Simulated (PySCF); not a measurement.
Br3Sb, charge +1, multiplicity 2. Atoms are numbered in the order given.

```xyz
4

Sb     0.0000     0.0000    -0.6126
Br     2.0021    -1.1559     0.2975
Br     0.0000     2.3119     0.2975
Br    -2.0021    -1.1559     0.2975
```
Charge +1, spin multiplicity 2.

Coordinates come from a B3LYP-D3(BJ)/def2-SVP optimisation. The def2 effective core potentials stand for the cores of Sb; spin–orbit coupling is left out.

All values below come from PBE/def2-TZVP in PySCF.

Isolated molecule, no solvent.

Estimate the frontier levels, dipole moment and polarisability. (The exact figures need the calculation; the answer reports its results.)


```
Property                                                             Value
------------------------------------------------  ------------------------
α spin, highest occupied and lowest empty level        -12.33 and -8.71 eV
β spin, highest occupied and lowest empty level       -12.46 and -11.80 eV
dipole moment about the centre of nuclear charge                    1.13 D
mean static polarisability                          109.2 bohr³ (16.18 Å³)
polarisability, principal values                  66.6, 130.5, 130.5 bohr³
⟨S²⟩                                               0.753 (pure state 0.75)
```
